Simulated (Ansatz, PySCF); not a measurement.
In(H)(Et)(OH) (C2H7InO), SMILES C[CH2][InH][OH]. Atoms are numbered in the order given.

```xyz
11

In    -0.5505     0.3141     0.0966
H     -2.0375     1.1549     0.3408
C      0.4381    -0.7698    -1.5296
C      1.8073    -1.3257    -1.1345
H      0.5143    -0.0742    -2.3816
H     -0.2482    -1.5720    -1.8471
H      1.7372    -2.0335    -0.2922
H      2.5037    -0.5274    -0.8291
H      2.2841    -1.8666    -1.9710
O      0.5597     0.3591     1.7901
H      1.4043    -0.1025     1.6974
```

The structure is a stationary point at B3LYP-D3(BJ)/def2-SVP. The structure was generated by enumeration; whether it is a known compound was not checked. The def2 effective core potentials stand for the cores of In; spin–orbit coupling is left out. One conformer was computed; it need not be the lowest.

Two levels are set side by side: PBE-D3(BJ)/def2-SVP (Ansatz, an electronic-structure program) and B3LYP-D3(BJ)/def2-SVP (Ansatz). Each level has its own optimised geometry; the coordinates shown are those of the second. Frequencies come from the Hessian of PySCF at each geometry. Differences are taken from unrounded values.

```json
[
 {"quantity": "mean bond length (Å)", "B3LYP-D3(BJ)": "1.395"},
 {"quantity": "bond In1–C3 (Å)", "B3LYP-D3(BJ)": "2.190"},
 {"quantity": "bond In1–O10 (Å)", "B3LYP-D3(BJ)": "2.025"},
 {"quantity": "bond C3–C4 (Å)", "B3LYP-D3(BJ)": "1.530"},
 {"quantity": "bond In1–H2 (Å)", "B3LYP-D3(BJ)": "1.726"},
 {"quantity": "bond C3–H5 (Å)", "B3LYP-D3(BJ)": "1.103"},
 {"quantity": "bond C3–H6 (Å)", "B3LYP-D3(BJ)": "1.103"},
 {"quantity": "bond C4–H7 (Å)", "B3LYP-D3(BJ)": "1.102"},
 {"quantity": "bond C4–H8 (Å)", "B3LYP-D3(BJ)": "1.102"},
 {"quantity": "bond C4–H9 (Å)", "B3LYP-D3(BJ)": "1.104"},
 {"quantity": "bond O10–H11 (Å)", "B3LYP-D3(BJ)": "0.967"},
 {"quantity": "highest harmonic wavenumber (cm⁻¹)", "B3LYP-D3(BJ)": "3827"},
 {"quantity": "mean harmonic wavenumber (cm⁻¹)", "B3LYP-D3(BJ)": "1346"},
 {"quantity": "zero-point energy (kcal/mol)", "B3LYP-D3(BJ)": "51.94"}
]
```

**Question.** What does PBE-D3(BJ) give, and how far is it from B3LYP-D3(BJ)? (Estimate from the structure and the level; the computed values follow.)

**Answer.** 
```json
[
 {"quantity": "mean bond length (Å)", "PBE-D3(BJ)": "1.402", "PBE-D3(BJ) minus B3LYP-D3(BJ)": "0.007"},
 {"quantity": "bond In1–C3 (Å)", "PBE-D3(BJ)": "2.193", "PBE-D3(BJ) minus B3LYP-D3(BJ)": "0.003"},
 {"quantity": "bond In1–O10 (Å)", "PBE-D3(BJ)": "2.041", "PBE-D3(BJ) minus B3LYP-D3(BJ)": "0.015"},
 {"quantity": "bond C3–C4 (Å)", "PBE-D3(BJ)": "1.529", "PBE-D3(BJ) minus B3LYP-D3(BJ)": "0.000"},
 {"quantity": "bond In1–H2 (Å)", "PBE-D3(BJ)": "1.733", "PBE-D3(BJ) minus B3LYP-D3(BJ)": "0.007"},
 {"quantity": "bond C3–H5 (Å)", "PBE-D3(BJ)": "1.110", "PBE-D3(BJ) minus B3LYP-D3(BJ)": "0.008"},
 {"quantity": "bond C3–H6 (Å)", "PBE-D3(BJ)": "1.110", "PBE-D3(BJ) minus B3LYP-D3(BJ)": "0.008"},
 {"quantity": "bond C4–H7 (Å)", "PBE-D3(BJ)": "1.110", "PBE-D3(BJ) minus B3LYP-D3(BJ)": "0.008"},
 {"quantity": "bond C4–H8 (Å)", "PBE-D3(BJ)": "1.110", "PBE-D3(BJ) minus B3LYP-D3(BJ)": "0.008"},
 {"quantity": "bond C4–H9 (Å)", "PBE-D3(BJ)": "1.112", "PBE-D3(BJ) minus B3LYP-D3(BJ)": "0.008"},
 {"quantity": "bond O10–H11 (Å)", "PBE-D3(BJ)": "0.976", "PBE-D3(BJ) minus B3LYP-D3(BJ)": "0.010"},
 {"quantity": "highest harmonic wavenumber (cm⁻¹)", "PBE-D3(BJ)": "3709", "PBE-D3(BJ) minus B3LYP-D3(BJ)": "-118"},
 {"quantity": "mean harmonic wavenumber (cm⁻¹)", "PBE-D3(BJ)": "1312", "PBE-D3(BJ) minus B3LYP-D3(BJ)": "-33"},
 {"quantity": "zero-point energy (kcal/mol)", "PBE-D3(BJ)": "50.65", "PBE-D3(BJ) minus B3LYP-D3(BJ)": "-1.29"}
]
```

GGA bonds tend to be longer and softer than those of functionals with exact exchange. Differences between two approximate levels are no errors against the true value.
